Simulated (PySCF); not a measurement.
NICS in isomers of C6H10N2Si.

Definitions: NICS(0) = −σiso at the ring centroid; NICS(1) = −σiso and NICS(1)zz = −σzz at ±1 Å along the ring normal z. Level: GIAO PBE0/pcSseg-1 (PySCF, non-relativistic, gas phase) on the PBE0-D3(BJ)/def2-SVP geometries, one conformer each. Atom numbers follow the mapped SMILES.

**Question.** Order these rings by mean NICS(1)zz, lowest (most negative) first (ppm).
A. ring C4–C5–C6–C7–C8–C9 in `[NH2:1][SiH2:2][NH:3][c:4]1[cH:5][cH:6][cH:7][cH:8][cH:9]1`
B. ring C3–N4–N5–C6–C7–C8 in `[CH3:1][CH2:2][c:3]1[n:4][n:5][cH:6][cH:7][c:8]1[SiH3:9]`
C. ring C2–C3–C4–N5–N6 in `[SiH3:1][c:2]1[cH:3][cH:4][n:5][n:6]1[CH:7]1[CH2:8][CH2:9]1`

**Answer.** C (-30.5), B (-26.8), A (-25.6).

```json
{"SMILES": "[SiH3]c1ccnn1C1CC1", "ring": "5-membered ring with 2 N; formal bonds all aromatic", "NICS(0)": "-12.8", "NICS(1)": "-12.1", "NICS(1)zz": "-30.5", "HOMA": "0.96", "rms pucker (Å)": "0.00", "ring atoms with four or more neighbours": "0"}
{"SMILES": "CCc1nnccc1[SiH3]", "ring": "6-membered ring with 2 N; formal bonds all aromatic", "NICS(0)": "-5.0", "NICS(1)": "-11.2", "NICS(1)zz": "-26.8", "HOMA": "0.97", "rms pucker (Å)": "0.00", "ring atoms with four or more neighbours": "0"}
{"SMILES": "N[SiH2]Nc1ccccc1", "ring": "6-membered carbocycle; formal bonds all aromatic", "NICS(0)": "-8.7", "NICS(1)": "-10.5", "NICS(1)zz": "-25.6", "HOMA": "0.97", "rms pucker (Å)": "0.00", "ring atoms with four or more neighbours": "0"}
```

NICS(0) gives another order. The isotropic NICS(1) gives the same order. HOMA uses Krygowski's 1993 parameters. NICS(1) and NICS(1)zz are means over the two faces.
